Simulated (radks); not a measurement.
Coulomb parameter of the 4f shell of neutral dysprosium in the model configuration [Xe] 4f8 6s2 6p2, as a second difference U = [E(n + 0.25) + E(n - 0.25) - 2 E(n)] / (0.25)^2 with all orbitals relaxed. "Bare": the charge of the atom changes with n. "Screened": the 6p shell takes up the change at fixed total charge, which measures U(4f,4f) + U(6p,6p) - 2 U(4f,6p). Method: Dirac Kohn-Sham, PBE, spin-unpolarised, spherical densities, finite nucleus; open shells are shared between the two j in proportion to 2j + 1; Fermi nuclear charge, rms radius 5.2218 fm; computed with a radial shooting solver on a logarithmic mesh with Libxc functionals.

| case | configuration | E - E(n) (eV) |
|---|---|---|
| start | [Xe] 4f8 6s2 6p2 | 0.000 |
| bare +0.25 | [Xe] 4f8.25 6s2 6p2 | -5.257 |
| bare -0.25 | [Xe] 4f7.75 6s2 6p2 | 6.295 |
| screened +0.25 | [Xe] 4f8.25 6s2 6p1.75 | -4.666 |
| screened -0.25 | [Xe] 4f7.75 6s2 6p2.25 | 5.315 |

U(bare) = 16.621 eV, U(screened by 6p) = 10.390 eV, against the Slater integral F0(4f,4f) = 32.657 eV with frozen orbitals. The step up makes a negative ion, whose loosely bound charge lowers the bare value.
